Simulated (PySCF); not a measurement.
**A search over the determinants of GeI**

Unrestricted PBE0; basis Ge def2-TZVPP, I def2-TZVPP with ECP28; scalar-relativistic core potentials; PySCF 2.14. Outer shells of the fragments: Ge 3d10 4s2 4p2; I 4d10 5s2 5p5.

Followed along the bond (rough minima from three points):

```csv
2Ms+1,unpaired,⟨S²⟩ at the start,R at minimum (Å),Te (eV)
2,π ↑,0.75,2.53,0.00
4,"σ ↑, π ↑↑",3.75,none in the scan,≤ 2.79
```

Solutions found at the starting distance of 2.470 Å, counted from the lowest of them; the search is not exhaustive and high or unbound solutions are not listed, so other states can lie among these:

| 2Ms+1 | unpaired | term | E (eV) | ⟨S²⟩ | ⟨Lz²⟩ | μ (D) |
| --- | --- | --- | --- | --- | --- | --- |
| 2 | π ↑ | ²Π | 0.00 | 0.75 | 1.01 | -0.95 |
| 2 | σ ↑ | ²Σ⁺ | 2.78 | 0.75 | 0.00 | -1.67 |
| 4 | σ ↑, π ↑↑ | ⁴Σ⁻ | 2.79 | 3.75 | 0.00 | 0.34 |
| 2 | σ ↓, π ↑↑ | mixed | 3.47 | 1.77 | 0.00 | 0.97 |
| 4 | π ↑↑↑ | ⁴Π | 3.51 | 3.76 | 1.01 | 3.31 |
| 2 | π ↑↑↓ | mixed | 3.80 | 1.76 | 3.03 | 3.31 |

A term symbol is given only where ⟨S²⟩ and ⟨Lz²⟩ are close to those of a pure state; real π, δ and φ orbitals otherwise mix terms. A positive dipole means Ge(−)I(+).

Spin–orbit coupling is left out. Counting both spins, an empty level lies below a filled one in some of these solutions, because spin and occupation are held.
